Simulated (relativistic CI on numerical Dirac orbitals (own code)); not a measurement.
**Sensitivity of the levels of Hg+ to α and to the nuclear radius**

Computed by Dirac-Coulomb-Breit CI, separate exchange-only KLI orbitals for each configuration, valence Slater integrals scaled by 0.85, P86 correlation energy added to each configuration, derivatives by finite differences, QED left out (own radial code, finite nucleus).

Configurations in the expansion (outside the closed core [Xe] 4f14): 5d10.6s, 5d9.6s2, 5d10.6p, 5d9.6s.6p, 5d10.7s, 5d10.6d, 5d10.7p, 5d10.5f. Levels of other configurations are missing.

With x = (α/α₀)² − 1 an excitation energy changes as ω = ω₀ + qx; K = 2q/ω₀ is the relative enhancement. Terms are leading LS components, so labels can repeat. The field-shift factor is F = δν/δ⟨r²⟩ for the transition from the lowest level.

Lowest level 5d10.6s 2S_1/2.

| Level | ω₀ (cm⁻¹) | q (cm⁻¹) | K | F (GHz/fm²) |
| --- | --- | --- | --- | --- |
| 5d9.6s2 2D_5/2 | 41154.4 | -51170 | -2.49 | 87.1 |
| 5d10.6p 2P°_1/2 | 48850.5 | 16280 | 0.667 | -64 |
| 5d9.6s2 2D_3/2 | 55387.0 | -38350 | -1.38 | 89.5 |
| 5d10.6p 2P°_3/2 | 56767.8 | 27840 | 0.981 | -66.5 |
| 5d9.6s.6p 4P°_5/2 | 77466.8 | -35390 | -0.914 | 19.4 |
| 5d9.6s.6p 4F°_7/2 | 82305.8 | -32850 | -0.798 | 18.5 |
| 5d9.6s.6p 4F°_5/2 | 83122.4 | -32010 | -0.77 | 16.8 |
| 5d9.6s.6p 4P°_3/2 | 84397.8 | -30140 | -0.714 | 17.2 |
| 5d9.6s.6p 4F°_9/2 | 87746.0 | -22150 | -0.505 | 16.1 |
| 5d10.7s 2S_1/2 | 88777.0 | 26770 | 0.603 | -57.1 |
| 5d9.6s.6p 4F°_3/2 | 91398.0 | -21590 | -0.473 | 18.1 |
| 5d9.6s.6p 4D°_7/2 | 92529.5 | -21260 | -0.46 | 15.3 |
| 5d9.6s.6p 4D°_5/2 | 93144.0 | -21420 | -0.46 | 14.2 |

For a near-neutral ion this model can misplace configurations by up to about 10,000 cm⁻¹ (more where the count of f electrons changes) and terms by 10 to 25 % of their spread. Rates follow the energies as ν³ (E1, M1) or ν⁵ (E2), so they and the lifetimes can be off by large factors. The fine structure of a lone outer electron comes out too small, for d and f at times inverted, and misplaced configurations move strength between like terms.
